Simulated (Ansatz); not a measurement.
Basis-set extrapolation for C₂H₇AlOSi, SMILES `[OH][Al]1[CH2][CH]1[SiH3]` (PBE0-D4/def2-TZVP geometry, frozen core, Ansatz). Multiplicity 1, RHF reference.

```json
{"": "HF", "def2-TZVPP": "-685.595025", "def2-QZVPP": "-685.618525"}
{"": "MP2 correlation", "def2-TZVPP": "-0.792908", "def2-QZVPP": "-0.849011"}
{"": "CCSD(T) correlation", "def2-TZVPP": "-0.868563", "def2-QZVPP": "not run"}
```

Energies in hartree. Use E(X) = E(∞) + A·exp(−7.88·√X) for Hartree–Fock and E(X) = E(∞) + B·X^(−2.97) for correlation, with X = 3 and 4, and add CCSD(T) minus MP2 of the smaller set to the MP2 limit.

Problem. What is the CCSD(T) energy at the basis-set limit?

Solution. HF limit: -685.618525 + (-0.023500) × 0.13774 = -685.62176. MP2 limit: -0.849011 + (-0.056103) × 0.74074 = -0.89057. Higher-order term: -0.868563 − (-0.792908) = -0.07566. Total: -686.58799 hartree, 78.1 kcal/mol below CCSD(T)/def2-TZVPP.
